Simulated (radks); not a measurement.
Fe, configuration [Ar] 3d4 4s2 4d2 (not the ground configuration).

Calculated with a radial shooting solver on a logarithmic mesh with Libxc functionals: scalar-relativistic Kohn-Sham, PBE, spin-polarised, spherical densities, point nucleus; open shells are filled with parallel spins first.

Energy parts (eV):
part                      energy
total                 -34595.651
kinetic                35012.287
electron-nucleus      -82220.917
Hartree                14106.285
exchange-correlation   -1493.307

Orbitals (lengths in bohr, moments of r in powers of bohr; r(90%) holds 90 % of the orbital's charge):
| orbital | occ. | eigenvalue (eV) | r(90%) |
|---|---|---|---|
| 1s up | 1 | -7021.732 | 0.104 |
| 1s down | 1 | -7021.739 | 0.104 |
| 2s up | 1 | -845.1596 | 0.414 |
| 2s down | 1 | -842.8264 | 0.413 |
| 2p up | 3 | -723.4845 | 0.386 |
| 2p down | 3 | -721.7155 | 0.385 |
| 3s up | 1 | -118.1658 | 1.19 |
| 3s down | 1 | -113.0322 | 1.19 |
| 3p up | 3 | -83.6986 | 1.27 |
| 3p down | 3 | -78.6806 | 1.29 |
| 3d up | 4 | -29.4514 | 1.57 |
| 3d down | 0 | -24.6987 | 1.64 |
| 4s up | 1 | -14.5557 | 3.49 |
| 4s down | 1 | -13.1484 | 3.56 |
| 4d up | 2 | -1.2981 | 8.79 |

The highest occupied level is 4d up at -1.298 eV. The configuration is held as typed, so some empty levels lie below it. Spin moment in Bohr magnetons: 6.

Run on one thread of a shared host, so times are rough (Intel(R) Xeon(R) Platinum 8259CL CPU @ 2.50GHz): 0.25 s of CPU time, 0.25 s wall, 15 iterations on 2669 mesh points.
